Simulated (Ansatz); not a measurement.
Ansatz (an electronic-structure program) input:
A basis named .json is the Basis Set Exchange file of that set.

Ansatz 0.2 input:
```yaml
crystal:
  periodic: [false, false, false]
  atoms:
    - {symbol: Si, position_ang: [-0.07353083, 0.18974016, -0.29307689]}
    - {symbol: Cl, position_ang: [0.36763708, -0.91520252, 1.42242303]}
    - {symbol: N, position_ang: [1.06824033, -0.39185610, -1.42271034]}
    - {symbol: N, position_ang: [-0.08811938, 1.79722276, 0.28463773]}
    - {symbol: N, position_ang: [-1.58991074, -0.03881778, -1.02705101]}
    - {symbol: H, position_ang: [1.96967748, -0.72434879, -1.12339264]}
    - {symbol: H, position_ang: [1.08287216, -0.04528803, -2.36855350]}
    - {symbol: H, position_ang: [-0.29675860, 2.56646028, -0.33154902]}
    - {symbol: H, position_ang: [0.49132681, 2.07428398, 1.05937033]}
    - {symbol: H, position_ang: [-1.77787628, -0.87628188, -1.55392633]}
    - {symbol: H, position_ang: [-2.42111179, 0.34141297, -0.60419858]}
basis:
  gaussian:
    orbitals: cc-pV_T+d_Z.json
hamiltonian:
  xc: pbe
magnetization: {spin_polarized: false}
correlation: {method: rpa, electrons: outside_noble_gas}
```

### Question
Which total energy does the run end on?

### Answer
-917.03289 Eh (RPA@PBE/cc-pV(T+d)Z). The basis has 252 functions.
